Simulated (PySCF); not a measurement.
C4H3Cl2F, SMILES C#C[C@H](F)C(Cl)Cl.

The structure is a stationary point at PBE-D3(BJ)/def2-SVP. The structure was generated by enumeration; whether it is a known compound was not checked. The values are those of a single conformer.

Calculation: PBE-D3(BJ)/def2-SVP run with PySCF.

Frequencies are harmonic and unscaled.

| mode | ν (cm⁻¹) | IR (km/mol) | moving atoms (share of kinetic energy) |
|---|---|---|---|
| 1 | 69 | 1.3 | Cl 45 %, C 32 %, F 16 % |
| 2 | 115 | 1.6 | C 58 %, Cl 23 %, H 12 % |
| 3 | 168 | 0.7 | Cl 48 %, F 38 %, C 11 % |
| 4 | 227 | 6.1 | C 57 %, F 26 %, H 11 % |
| 5 | 249 | 0.4 | Cl 66 %, C 23 %, F 8 % |
| 6 | 319 | 2.1 | C 68 %, Cl 23 % |
| 7 | 367 | 1.7 | Cl 46 %, F 34 %, C 18 % |
| 8 | 550 | 10.2 | C 61 %, F 31 % |
| 9 | 626 | 35.2 | C 70 %, Cl 18 %, H 11 % |
| 10 | 657 | 57.9 | H 77 %, C 22 % |
| 11 | 691 | 15.4 | C 75 %, H 16 %, Cl 8 % |
| 12 | 697 | 20.1 | H 68 %, C 31 % |
| 13 | 772 | 97.6 | C 75 %, Cl 12 %, H 8 % |
| 14 | 887 | 7.4 | C 78 %, H 19 % |
| 15 | 1038 | 100.7 | C 55 %, F 28 %, H 17 % |
| 16 | 1067 | 29.1 | C 64 %, H 32 % |
| 17 | 1165 | 5.8 | H 89 %, C 10 % |
| 18 | 1208 | 8.2 | H 71 %, C 28 % |
| 19 | 1265 | 7.6 | H 80 %, C 18 % |
| 20 | 1310 | 36.6 | H 64 %, C 35 % |
| 21 | 2177 | 12.2 | C 91 %, H 9 % |
| 22 | 2957 | 9.9 | H 92 % |
| 23 | 3064 | 2.3 | H 92 %, C 8 % |
| 24 | 3406 | 63.6 | H 86 %, C 14 % |
